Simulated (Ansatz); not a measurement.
The first iterations of a band of FGeH$_{3}$O (6 atoms, charge 0, multiplicity 1).

Method: RKS B3LYP-D4/def2-SVP in Ansatz 0.2.0.

- movable images: 9
- climbing image: yes
- spring: 5.0 eV/Å²
- optimiser: quadratic models (default)
- start path: through a guess of the saddle point
- force threshold: 0.05 eV/Å
- iteration limit: 60
- end points: relaxed

Image 0:

```xyz
6
Properties=species:S:1:pos:R:3
Ge 0.187 -0.120 0.399
H -0.196 0.202 1.845
O 1.944 -0.333 0.401
H 2.308 -0.574 -0.462
F -0.177 1.274 -0.590
H -0.543 -1.296 -0.273
```

Image 10:

```xyz
6
Properties=species:S:1:pos:R:3
Ge -0.596 0.592 0.252
H 1.426 -1.064 1.103
O 1.426 -0.100 0.999
H 1.766 0.051 0.092
F 0.445 0.665 -1.237
H -0.944 -0.990 0.111
```

| iteration | highest image above the first end (eV) | largest band force component (eV/Å) |
| --- | --- | --- |
| 1 | 14.153 | 47.501 |
| 2 | 3.180 | 11.670 |
| 3 | 2.661 | 6.834 |
| 4 | 2.530 | 2.598 |

Does the band converge within its limit, and where does its top end?

It converged. It ended after 13 iterations with the highest image 2.564 eV above the first end. Neighbouring images differ by up to 1.4 eV, so the band resolves the path poorly. A vibrational analysis at the climbing image gives one clearly imaginary mode, 1402i cm⁻¹: a first-order saddle point. The orbitals stay closed-shell, which can raise the energy where a bond breaks towards radicals; this wasn't checked here.

The run took 4.2 min on 1 thread of Arm Neoverse V2 (shared host), peak memory 0.15 GiB.
